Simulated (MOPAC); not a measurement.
MOPAC input (AM1):

```
AM1 PRECISE GNORM=0.05 LET XYZ UHF MS=0.5 GEO-OK AUX(PRECISION=9) THREADS=1
C3H2F3

C    -1.87478400 1   -0.18471500 1    0.29341600 1
C    -0.66567400 1    0.14145800 1   -0.25313400 1
F    -0.62670500 1    0.81882000 1   -1.42159800 1
C     0.57897500 1   -0.15041800 1    0.26742500 1
F     1.71730400 1    0.18533100 1   -0.29661000 1
F     0.74019600 1   -0.80562700 1    1.40036600 1
H    -1.92370600 1   -0.72489800 1    1.22500200 1
H    -2.78455800 1    0.10024100 1   -0.21066900 1
```

From the output:

```
                                                       MOPAC v23.2.5 Linux

          FINAL HEAT OF FORMATION =       -116.72382 KCAL/MOL =    -488.37246 KJ/MOL

          COSMO AREA              =        112.39 SQUARE ANGSTROMS
          COSMO VOLUME            =         97.34 CUBIC ANGSTROMS

          GRADIENT NORM           =          0.01283          =       0.00454 PER ATOM
          IONIZATION POTENTIAL    =          9.542046 EV
          ALPHA SOMO LUMO (EV)    =         -9.542  0.388
          BETA  SOMO LUMO (EV)    =        -10.990 -0.367
          NO. OF ALPHA ELECTRONS  =         18
          NO. OF BETA  ELECTRONS  =         17
          MOLECULAR WEIGHT        =         95.0440         POINT GROUP:  Cs

          MOLECULAR DIMENSIONS (Angstroms)

            Atom       Atom       Distance
            H     8    F     5     4.61028
            F     6    F     3     3.37109
            H     7    F     6     0.00000

          SCF CALCULATIONS        =         27

   ATOM   CHEMICAL          X               Y               Z
  NUMBER   SYMBOL      (ANGSTROMS)     (ANGSTROMS)     (ANGSTROMS)

     1       C         -1.87994552  *  -0.18618486  *   0.29588327  *
     2       C         -0.68840663  *   0.16992902  *  -0.30257700  *
     3       F         -0.66565664  *   0.84861124  *  -1.47353882  *
     4       C          0.58295707  *  -0.15428533  *   0.27415294  *
     5       F          1.76733865  *   0.15632759  *  -0.24587869  *
     6       F          0.75188834  *  -0.81558920  *   1.41771676  *
     7       H         -1.88326556  *  -0.73495762  *   1.24291022  *
     8       H         -2.84133349  *   0.07027226  *  -0.15971750  *

                             CARTESIAN COORDINATES

   1    C       -1.879945521    -0.186184863     0.295883266
   2    C       -0.688406627     0.169929017    -0.302576999
   3    F       -0.665656642     0.848611238    -1.473538818
   4    C        0.582957075    -0.154285330     0.274152943
   5    F        1.767338652     0.156327589    -0.245878688
   6    F        0.751888337    -0.815589200     1.417716762
   7    H       -1.883265563    -0.734957620     1.242910223
   8    H       -2.841333490     0.070272259    -0.159717503

           Empirical Formula: C3 H2 F3  =     8 atoms

      MOLECULAR POINT GROUP   :   Cs

          ALPHA EIGENVALUES
 -51.89513 -50.29046 -49.55108 -34.16311 -27.74496 -22.31496 -19.59332 -19.00340
 -18.63918 -16.74357 -16.27852 -15.80812 -15.74581 -15.02838 -14.26499 -13.54104
 -11.57485  -9.54205   0.38769   1.37978   3.07429   3.35254   3.83445   4.07512
   4.36172   5.02713

           BETA EIGENVALUES
 -51.51783 -50.36963 -49.40196 -33.89209 -26.79890 -22.17570 -19.53906 -18.89204
 -17.94266 -16.71671 -16.53549 -15.71253 -14.99943 -14.98500 -14.10043 -13.44344
 -10.99036  -0.36659   1.22339   1.77734   3.00840   3.80008   4.17917   4.33376
   4.62524   5.09074

              NET ATOMIC CHARGES AND DIPOLE CONTRIBUTIONS

  ATOM NO.   TYPE          CHARGE      No. of ELECS.   s-Pop       p-Pop
    1          C          -0.226092        4.2261     1.25951     2.96658
    2          C           0.069122        3.9309     1.17575     2.75513
    3          F          -0.084735        7.0847     1.91708     5.16766
    4          C           0.094997        3.9050     1.19197     2.71304
    5          F          -0.070652        7.0707     1.91051     5.16014
    6          F          -0.076512        7.0765     1.91078     5.16573
    7          H           0.146532        0.8535     0.85347
    8          H           0.147341        0.8527     0.85266
 DIPOLE           X         Y         Z       TOTAL
 POINT-CHG.    -1.862    -0.378     0.627     2.001
 HYBRID         0.280     0.015    -0.021     0.281
 SUM           -1.583    -0.363     0.606     1.733

          ATOMIC ORBITAL ELECTRON POPULATIONS

     Atom    s        px        py        pz
    1  C   1.25951   0.94879   1.00673   1.01106
    2  C   1.17575   0.89268   1.00794   0.85451
    3  F   1.91708   1.96772   1.76718   1.43276
    4  C   1.19197   0.81972   1.04468   0.84863
    5  F   1.91051   1.42060   1.88965   1.84988
    6  F   1.91078   1.94837   1.76202   1.45534
    7  H   0.85347
    8  H   0.85266

                    (SZ)    =    0.500000
                    (S**2)  =    0.980963

          ATOMIC ORBITAL SPIN POPULATIONS

    Atom   Total    s     px     py     pz
         Atomic
    1  C  0.7639  0.043  0.043  0.487  0.191
    2  C -0.5368 -0.040 -0.056 -0.319 -0.122
    3  F -0.0336 -0.002 -0.004 -0.029  0.001
    4  C  0.7719  0.051  0.030  0.507  0.184
    5  F  0.0588  0.003 -0.016  0.058  0.015
    6  F  0.0565  0.002  0.001  0.051  0.002
    7  H -0.0394 -0.039
    8  H -0.0414 -0.041

 **********************
 *                    *
 * JOB ENDED NORMALLY *
 *                    *
 **********************

 == MOPAC DONE ==
```

The geometry given is a B3LYP-D3(BJ)/def2-TZVP minimum.

The determinant is spin-contaminated: <S^2> is 0.98 against 0.75 for a pure state.
